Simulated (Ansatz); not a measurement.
Species: sum formula GaBrCl2, net charge 0, singlet state. SMILES: [Cl][Ga]([Br])[Cl]
Geometry: optimised at B3LYP-D3(BJ)/def2-TZVP (Ansatz, a quantum-chemistry and plane-wave program).

Quantity: atomisation energy (electronic, to ground-state atoms), in kJ/mol. Correlated levels leave the core frozen unless marked. UHF or UKS for open shells. No spin-orbit coupling. The frozen core is the preceding noble-gas configuration, with the filled d and f shells of earlier blocks. Non-relativistic. The coupled-cluster limit lacks core correlation, which all-electron functionals hold. CBS marks a two-point X^-3 extrapolation of the correlation energy; Hartree-Fock from the larger set. The bracket is a focal-point correction in the basis named.

| level | program | atomisation energy (kJ/mol) | minus last row |
|---|---|---|---|
| HF/def2-SVP | Ansatz | 795.6 | -278.7 |
| r2SCANh-D4/def2-TZVPD | Ansatz + dftd4 | 1073.0 | -1.3 |
| B2GP-PLYP-D4/def2-TZVPD | Ansatz + dftd4 | 1040.9 | -33.4 |
| RI-MP2/def2-QZVPPD | Ansatz | 1113.9 | 39.6 |
| SCS-MP2/def2-SVPD | Ansatz | 1004.8 | -69.5 |
| SCS-MP2/def2-TZVPPD | Ansatz | 1050.8 | -23.5 |
| CCSD(T)/STO-3G | Ansatz | 715.7 | -358.6 |
| CCSD(T)/def2-TZVPPD | Ansatz | 1033.8 | -40.5 |
| RI-MP2/CBS(def2-TZVPPD,def2-QZVPPD)+[CCSD(T)-MP2]/def2-TZVPPD | Ansatz | 1069.4 | -4.9 |
| CCSD(T)/CBS(def2-TZVPPD,def2-QZVPPD) | Ansatz | 1074.3 | 0.0 |
